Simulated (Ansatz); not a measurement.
Cost and result for the atomization energy of C2H7InO, SMILES `[CH3][InH][CH2]O` (11 atoms, 10 bonds).

| atom | x (Å) | y (Å) | z (Å) |
| --- | --- | --- | --- |
| C1 | 0.5530 | 0.2857 | 1.8445 |
| In2 | -1.0046 | 0.1049 | 0.3571 |
| C3 | -0.3609 | -0.2922 | -1.6971 |
| O4 | 0.9824 | -0.7453 | -1.8058 |
| H5 | 1.4814 | -0.1760 | 1.5052 |
| H6 | 0.7464 | 1.3422 | 2.0489 |
| H7 | 0.2470 | -0.1823 | 2.7815 |
| H8 | -2.6745 | 0.2788 | 0.7906 |
| H9 | -0.5441 | 0.5814 | -2.3383 |
| H10 | -0.9856 | -1.0941 | -2.0979 |
| H11 | 1.5596 | -0.1032 | -1.3887 |

The species carries charge 0 and has multiplicity 1. Correlated methods include outer-core shells of In, which these sets cover unevenly. In: def2 effective core potential. The geometry is a stationary point of PBE0-D4/def2-TZVP. It is one conformer, not always the lowest. Program: Ansatz. All runs use 4 threads of an Arm Neoverse V1 on a shared host. Times are those of one run each, without the atoms' runs, and a repeat can differ threefold. Electronic energies, without spin–orbit coupling; frozen cores. CCSD(T)/CBS adds CCSD(T) − MP2 in def2-TZVPP to the MP2 limit, and its time is that of the two runs behind it. T1 = 0.012. With those shells the extrapolation isn't a true limit. B3LYP takes the VWN-RPA correlation (the form of Gaussian; ORCA's B3LYP/G).

CCSD(T)/CBS is a level of theory with its own doubt, some kJ/mol a heavy atom from the limit and from the frozen cores, so smaller differences don't rank the functionals.

| level | functions | wall time | atomization (kJ/mol) | difference from CCSD(T)/CBS | per bond |
| --- | --- | --- | --- | --- | --- |
| PBE-D4/def2-TZVPP (with forces) | 241 | 2.7 s | 3667.8 | 37.9 | 3.8 |
| PBE0-D4/def2-TZVPP | 241 | 3 s | 3609.3 | -20.6 | -2.1 |
| r2SCAN-D4/def2-TZVPP (with forces) | 241 | 5 s | 3619.3 | -10.6 | -1.1 |
| B3LYP-D4/def2-TZVPP (with forces) | 241 | 5.5 s | 3601.2 | -28.7 | -2.9 |
| B2PLYP/def2-TZVPP | 241 | 6 s | 3566.9 | -63.0 | -6.3 |
| ωB97X-V/def2-TZVPP | 241 | 8.5 s | 3628.4 | -1.5 | -0.1 |
| ωB97M-V/def2-TZVPP (with forces) | 241 | 13 s | 3628.1 | -1.8 | -0.2 |
| MP2/def2-QZVPP | 463 | 23 s | 3618.0 | -11.9 | -1.2 |
| CCSD(T)/def2-TZVPP | 241 | 3.7 min | 3543.5 | -86.4 | -8.6 |
| CCSD(T)/CBS(def2) | – | 4 min | 3629.9 | 0.0 | 0.0 |

In def2-TZVPP, CCSD(T) changes the Hartree–Fock value by +957.4 kJ/mol (the triples alone add +50.8 kJ/mol) and MP2 by +980.7 kJ/mol; breaking electron pairs costs correlation energy, which Hartree–Fock lacks. The D4 term adds +27.9 kJ/mol with B3LYP and +14.7 kJ/mol with PBE0; it sums over pairs of atoms, weighted by their polarisabilities, and B3LYP, whose exchange is more repulsive, gets the larger term. From PBE to PBE0 (25 % exact exchange), in def2-TZVPP and without D4, the atomization energy moves by −55.8 kJ/mol: exact exchange takes away binding that semilocal exchange gives to molecules.

Spin–orbit coupling would lower the free In atoms strongly, and the atomization energy with them, by more than many differences here.
